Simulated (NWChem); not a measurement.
System: GeH2O2, singlet; SMILES [OH][Ge][OH]

Input file for NWChem:

```
start job
memory heap 200 mb stack 900 mb global 1100 mb
geometry units angstroms noautoz
  Ge     0.000000     0.000000     0.349670
  O      1.303479     0.000000    -0.866438
  H      2.176646     0.000000    -0.457368
  O     -1.303479     0.000000    -0.866438
  H     -2.176646     0.000000    -0.457368
end
basis spherical
  Ge library def2-svp
  O library def2-svp
  H library def2-svp
end
dft
  xc xwpbe 1.00 cpbe96 1.0 hfexch 1.00
  cam 0.4 cam_alpha 0.0 cam_beta 1.0
  iterations 150
  vectors input atomic output neutral.movecs
end
task dft energy
charge 1
dft
  odft
  mult 2
  vectors input atomic output cation.movecs
end
task dft energy
```

Parts of the log:

```
             Northwest Computational Chemistry Package (NWChem) 7.3.0
             --------------------------------------------------------

 C2V symmetry detected

                             Geometry "geometry" -> ""
                             -------------------------

 Output coordinates in angstroms (scale by  1.889725989 to convert to a.u.)

  No.       Tag          Charge          X              Y              Z
 ---- ---------------- ---------- -------------- -------------- --------------
    1 Ge                  32.0000     0.00000000     0.00000000     0.42143608
    2 O                    8.0000     1.30347900     0.00000000    -0.79467192
    3 H                    1.0000     2.17664600     0.00000000    -0.38560192
    4 O                    8.0000    -1.30347900     0.00000000    -0.79467192
    5 H                    1.0000    -2.17664600     0.00000000    -0.38560192

 Effective nuclear repulsion energy (a.u.)     190.8820038989

      Symmetry information
      --------------------

 Group name             C2v
 Group number             16
 Group order               4
 No. of unique centers     3

  pbe96 is a nonlocal functional; adding pw91lda local functional.

                                 NWChem DFT Module
                                 -----------------

 Summary of "ao basis" -> "ao basis" (spherical)
 ------------------------------------------------------------------------------
       Tag                 Description            Shells   Functions and Types
 ---------------- ------------------------------  ------  ---------------------
 Ge                         def2-svp                12       32   5s4p3d
 O                          def2-svp                 6       14   3s2p1d
 H                          def2-svp                 3        5   2s1p

      Symmetry analysis of basis
      --------------------------

        a1         29
        a2          8
        b1         21
        b2         12

            General Information
            -------------------
          SCF calculation type: DFT
          Wavefunction type:  closed shell.
          No. of atoms     :     5
          No. of electrons :    50
           Alpha electrons :    25
            Beta electrons :    25
          Charge           :     0
          Spin multiplicity:     1
          Use of symmetry is: on ; symmetry adaption is: on
          Maximum number of iterations: 150
          AO basis - number of functions:    70
                     number of shells:    30
          Convergence on energy requested:  1.00D-06
          Convergence on density requested:  1.00D-05
          Convergence on gradient requested:  5.00D-04

              XC Information
              --------------
                     Hartree-Fock (Exact) Exchange  1.000
                     LC-wPBE(h)Exchange Functional  1.000
            Perdew 1991 LDA Correlation Functional  1.000 local
           PerdewBurkeErnz. Correlation Functional  1.000 non-local

           Range-Separation Parameters
           ---------------------------
           Alpha           :  0.00
           Beta            :  1.00
           Gamma           :  0.40
           Short-Range HF  :     F

             Grid Information
             ----------------
          Grid used for XC integration:  medium
          Radial quadrature: Mura-Knowles
          Angular quadrature: Lebedev.
          Tag              B.-S. Rad. Rad. Pts. Rad. Cut. Ang. Pts.
          ---              ---------- --------- --------- ---------
          Ge                  1.25      112           8.0       590
          O                   0.60       49          10.0       434
          H                   0.35       45          11.0       434
          Grid pruning is: on
          Number of quadrature shells:   206
          Spatial weights used:  Erf1

      Superposition of Atomic Density Guess
      -------------------------------------

 Sum of atomic energies:       -2225.42435612

      Non-variational initial energy
      ------------------------------

 Total energy =   -2225.887616
 1-e energy   =   -3482.121767
 2-e energy   =    1065.352147
 HOMO         =      -0.293390
 LUMO         =      -0.020974

      Symmetry analysis of molecular orbitals - initial
      -------------------------------------------------

  Numbering of irreducible representations:

     1 a1          2 a2          3 b1          4 b2

  Orbital symmetries:

     1 a1          2 a1          3 b1          4 a1          5 b2
     6 a1          7 b1          8 a1          9 b1         10 a1
    11 b2         12 b1         13 a1         14 a1         15 a2
    16 b2         17 a1         18 b1         19 a1         20 b1
    21 a1         22 b1         23 b2         24 a2         25 a1
    26 b2         27 b1         28 a1         29 a1         30 b1
    31 a1         32 b2         33 a1         34 b1         35 a1

   convergence    iter        energy       DeltaE   RMS-Dens  Diis-err
 ---------------- ----- ----------------- --------- --------- ---------
 d= 0,ls=0.0,diis     1  -2227.8224916558 -2.42D+03  1.64D-02  1.11D+00
 d= 0,ls=0.0,diis     2  -2227.8211621104  1.33D-03  7.55D-03  1.35D+00
 d= 0,ls=0.0,diis     3  -2227.9459431643 -1.25D-01  1.01D-03  1.37D-02
 d= 0,ls=0.0,diis     4  -2227.9470047896 -1.06D-03  3.59D-04  2.48D-03
 d= 0,ls=0.0,diis     5  -2227.9471491625 -1.44D-04  1.20D-04  1.23D-04
  Resetting Diis
 d= 0,ls=0.0,diis     6  -2227.9471620063 -1.28D-05  6.01D-05  2.60D-06
 d= 0,ls=0.0,diis     7  -2227.9471634096 -1.40D-06  8.42D-06  1.04D-07
 d= 0,ls=0.0,diis     8  -2227.9471634512 -4.16D-08  2.69D-06  2.49D-08

         Total DFT energy =    -2227.947163451188
      One electron energy =    -3483.520652228429
           Coulomb energy =     1161.317713340177
    Exchange-Corr. energy =      -96.626228461871
 Nuclear repulsion energy =      190.882003898935

 Numeric. integr. density =       49.999999204827

                  Occupations of the irreducible representations
                  ----------------------------------------------

                     irrep           alpha         beta
                     --------     --------     --------
                     a1               12.0         12.0
                     a2                2.0          2.0
                     b1                7.0          7.0
                     b2                4.0          4.0

                       DFT Final Molecular Orbital Analysis
                       ------------------------------------

 Vector   23  Occ=2.000000D+00  E=-4.655311D-01  Symmetry=b2
              MO Center= -1.9D-14,  3.3D-15, -6.3D-01, r^2= 2.4D+00
   Bfn.  Coefficient  Atom+Function         Bfn.  Coefficient  Atom+Function
  ----- ------------  ---------------      ----- ------------  ---------------
    37      0.402038  2 O  py                56      0.402038  4 O  py
    40      0.291889  2 O  py                59      0.291889  4 O  py
    13      0.176432  1 Ge py                16      0.170081  1 Ge py
    10     -0.106190  1 Ge py                29     -0.050244  1 Ge d -1
    19      0.049549  1 Ge d -1               7      0.034728  1 Ge py

 Vector   24  Occ=2.000000D+00  E=-4.232486D-01  Symmetry=a2
              MO Center=  2.2D-14,  2.6D-15, -7.5D-01, r^2= 2.3D+00
   Bfn.  Coefficient  Atom+Function         Bfn.  Coefficient  Atom+Function
  ----- ------------  ---------------      ----- ------------  ---------------
    37      0.446719  2 O  py                56     -0.446719  4 O  py
    40      0.342594  2 O  py                59     -0.342594  4 O  py
    28      0.074658  1 Ge d -2              18     -0.061207  1 Ge d -2

 Vector   25  Occ=2.000000D+00  E=-3.582247D-01  Symmetry=a1
              MO Center=  3.6D-15, -1.3D-15,  3.0D-01, r^2= 2.8D+00
   Bfn.  Coefficient  Atom+Function         Bfn.  Coefficient  Atom+Function
  ----- ------------  ---------------      ----- ------------  ---------------
     4      0.420978  1 Ge s                  5      0.392426  1 Ge s
    38     -0.302876  2 O  pz                57     -0.302876  4 O  pz
    14      0.299479  1 Ge pz                 3     -0.262139  1 Ge s
    41     -0.240640  2 O  pz                60     -0.240640  4 O  pz
    11     -0.173497  1 Ge pz                17      0.163363  1 Ge pz

 Vector   26  Occ=0.000000D+00  E= 3.089843D-02  Symmetry=b2
              MO Center=  4.6D-15, -2.1D-14,  4.0D-01, r^2= 3.0D+00
   Bfn.  Coefficient  Atom+Function         Bfn.  Coefficient  Atom+Function
  ----- ------------  ---------------      ----- ------------  ---------------
    16      0.717824  1 Ge py                13      0.410449  1 Ge py
    10     -0.235795  1 Ge py                40     -0.222468  2 O  py
    59     -0.222468  4 O  py                37     -0.210031  2 O  py
    56     -0.210031  4 O  py                 7      0.076422  1 Ge py
    29      0.054812  1 Ge d -1              19     -0.032258  1 Ge d -1

 Vector   27  Occ=0.000000D+00  E= 1.033786D-01  Symmetry=b1
              MO Center= -4.6D-14, -7.9D-17,  5.5D-01, r^2= 4.3D+00
   Bfn.  Coefficient  Atom+Function         Bfn.  Coefficient  Atom+Function
  ----- ------------  ---------------      ----- ------------  ---------------
    15      0.958123  1 Ge px                35     -0.472746  2 O  s
    54      0.472746  4 O  s                 12      0.236685  1 Ge px
    41     -0.234515  2 O  pz                60      0.234515  4 O  pz
    48      0.207495  3 H  s                 67     -0.207495  5 H  s
    38     -0.193929  2 O  pz                57      0.193929  4 O  pz

[...]
```

Level: LC-wPBE (HJS exchange hole, range parameter 0.4 per bohr)/def2-SVP, vertical spin-unrestricted ions. Low-valent species are run as closed-shell singlets; no triplet was tried in these runs. Structure relaxed at the PBE0/def2-SVP level.
